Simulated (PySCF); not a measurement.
Compound: C5H6F2.
Atom-mapped SMILES: `[F:1][CH2:2][C:3]1=[C:4]([F:5])[CH2:6][CH2:7]1` (hydrogens: H8, H9 on C2; H10, H11 on C6; H12, H13 on C7)

Structure used (PBE0-D3(BJ)/def2-SVP), in Å, numbered top down from 1:
```xyz
13
C5H6F2 angstrom
F      1.995   -0.631    1.676
C      1.848   -0.309    0.344
C      0.439    0.012    0.031
C     -0.229    1.068   -0.450
F      0.144    2.265   -0.853
C     -1.594    0.464   -0.408
C     -0.845   -0.783    0.162
H      2.191   -1.175   -0.250
H      2.497    0.551    0.110
H     -2.085    0.310   -1.382
H     -2.307    0.943    0.282
H     -0.914   -1.682   -0.472
H     -1.122   -1.044    1.195
```

Jobs on this species (13 atoms, 54 electrons) with PySCF (density fitting). Hardware of each: one thread of an Arm Neoverse V1, no GPU, shared host. Times come from a shared host and carry two figures at best. Peak memory is the resident size of the whole Python process, interpreter and libraries included.

| level and settings | work | basis functions | SCF cycles | wall time | peak memory |
| --- | --- | --- | --- | --- | --- |
| delta-SCF UKS SCAN, pcX-2 on the ionised atom, pcseg-1 elsewhere, spin-free X2C | ΔSCF core ionisation, 7 holes | 159 | ? | ? | ? |
| delta-SCF UKS SCAN, def2-TZVP on the ionised atom, pcseg-1 elsewhere, spin-free X2C | ΔSCF core ionisation, 7 holes | 145 | ? | ? | ? |
| PBE0-D3(BJ)/def2-SVP, grid level 1 | geometry optimisation from a GFN2-xTB start shaken at random | 128 | 79 | 80 s | 0.50 GiB |
| delta-SCF UKS SCAN, pcX-2 on the ionised atom, pcseg-1 elsewhere, non-relativistic | ΔSCF core ionisation, 7 holes | 159 | 131 | 61 s | 0.59 GiB |
| delta-SCF UKS SCAN, pcX-1 on the ionised atom, pcseg-1 elsewhere, spin-free X2C | ΔSCF core ionisation, 7 holes | 138 | 131 | 51 s | 0.46 GiB |
| delta-SCF UKS HF, pcX-2 on the ionised atom, pcseg-1 elsewhere, spin-free X2C | ΔSCF core ionisation, 7 holes | 159 | 135 | 48 s | 0.59 GiB |
| delta-SCF UKS PBE, pcX-2 on the ionised atom, pcseg-1 elsewhere, spin-free X2C | ΔSCF core ionisation, 7 holes | 159 | 121 | 35 s | 0.59 GiB |
| delta-SCF UKS B3LYP, pcX-2 on the ionised atom, pcseg-1 elsewhere, spin-free X2C | ΔSCF core ionisation, 7 holes | 159 | 114 | 69 s | 0.63 GiB |
| delta-SCF UKS PBE0, pcX-2 on the ionised atom, pcseg-1 elsewhere, spin-free X2C | ΔSCF core ionisation, 7 holes | 159 | 112 | 67 s | 0.63 GiB |

Task: Fill in the missing figures.

Result: 
- delta-SCF UKS SCAN, pcX-2 on the ionised atom, pcseg-1 elsewhere, spin-free X2C; ΔSCF core ionisation, 7 holes: 62 s, 0.61 GiB, 131 SCF cycles
- delta-SCF UKS SCAN, def2-TZVP on the ionised atom, pcseg-1 elsewhere, spin-free X2C; ΔSCF core ionisation, 7 holes: 59 s, 0.51 GiB, 130 SCF cycles

Task: What do all jobs in the table cost together?

Result: About 8.9 min; the longest takes about 15 % of that, and about 2.3 times as long as the shortest.
